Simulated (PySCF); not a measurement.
**How the method moves the HOMO and LUMO of `[SiH3][SiH2][SiH2][SiH3]`**

Compound: Si4H10.
Structure used (PBE0-D3(BJ)/def2-SVP), in Å, numbered top down from 1:
```xyz
14
Si4H10 angstrom
Si     2.9491   -0.1668    0.1646
Si     0.7265   -0.9091    0.2223
Si    -0.7195    0.8792   -0.2420
Si    -2.9560    0.1816   -0.1576
H      3.1309    0.9236    1.1716
H      3.2546    0.3787   -1.1938
H      3.9043   -1.2763    0.4697
H      0.5151   -1.9891   -0.7938
H      0.4053   -1.4707    1.5732
H     -0.4029    1.4174   -1.6038
H     -0.4850    1.9732    0.7541
H     -3.1776   -0.9062   -1.1593
H     -3.8854    1.3147   -0.4554
H     -3.2609   -0.3512    1.2059
```

Basis pcSseg-1 throughout (PySCF), one geometry. The structure is a single PBE0-D3(BJ)/def2-SVP conformer in the gas phase; no vibrational or solvent corrections.

How do the orbital energies and the gap change with the method?

```tsv
method	kind	HOMO (eV)	LUMO (eV)	gap (eV)	SCF cycles
B97-2	global hybrid	-7.60	-0.42	7.17	10
PBE0	global hybrid	-7.82	-0.43	7.38	10
BHandHLYP	global hybrid	-8.72	0.51	9.23	9
CAM-B3LYP	range-separated hybrid	-8.99	0.65	9.64	9
wB97X-D	range-separated hybrid	-9.55	1.22	10.77	10
LC-wPBE	range-separated hybrid	-10.27	1.62	11.89	11
```

The HOMO spans 2.68 eV, from B97-2 down to LC-wPBE, and the gap runs from 7.17 eV (B97-2) to 11.89 eV (LC-wPBE). Over the methods B97-2 (21 %), PBE0 (25 %), BHandHLYP (50 %), a straight line through the gap against the share of exact exchange rises by 0.72 eV for each 10 % (correlation coefficient 0.999). The dipole is below 0.03 D at every level.

The vertical ΔSCF ionisation energy at PBE0/def2-SVPD is 9.35 eV; −ε(HOMO) comes closest to it with wB97X-D (9.55 eV).
